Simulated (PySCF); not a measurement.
AlClH4O2Si, SMILES [OH][Al]([OH])[SiH2]Cl. Atoms are numbered in the order given.

```xyz
9

Si    -1.2958    -0.4121    -0.1810
Cl    -1.6559     1.6640    -0.2385
Al     1.1094    -0.6232     0.1581
O      1.7630    -2.1922     0.2650
O      2.1442     0.7284     0.2900
H     -1.8021    -0.9830    -1.4605
H     -2.1364    -0.9756     0.9123
H      2.6972    -2.3949     0.3956
H      1.8530     1.6472     0.2456
```

The structure is a stationary point at TPSSh-D3(BJ)/def2-SVP. The structure was generated by enumeration; whether it is a known compound was not checked. The values are those of a single conformer.

All values below come from PySCF with TDA-M06-2X/def2-SVPD.

Vertical excitations. Isolated molecule, no solvent.

**Question.** Estimate the UV-visible absorptions. (Estimate from the structure and the level; the computed values follow.)

**Answer.** 
```csv
state,energy (eV),λ (nm),f,main pairs
S1,6.00,207,0.034,HOMO→LUMO+2 83 %
S2,6.03,206,0.058,HOMO→LUMO 92 %
S3,6.54,189,0.235,HOMO→LUMO+1 83 %
S4,6.95,178,0.006,HOMO−1→LUMO+2 88 %
S5,7.34,169,0.016,HOMO−1→LUMO 95 %
S6,7.55,164,0.001,HOMO−2→LUMO+1 75 %
S7,7.72,161,0.005,HOMO−1→LUMO+1 74 %
S8,7.74,160,0.017,HOMO−2→LUMO 77 %
S9,7.83,158,0.000,HOMO−3→LUMO 83 %
S10,7.92,157,0.047,"HOMO→LUMO+3 59 %, HOMO→LUMO+6 14 %"
T1,4.97,250,0,HOMO→LUMO 94 %
T2,5.37,231,0,HOMO→LUMO+2 83 %
T3,5.83,213,0,HOMO→LUMO+1 69 %
T4,6.65,186,0,HOMO−1→LUMO+2 87 %
```
Triplets are in the Tamm–Dancoff approximation.
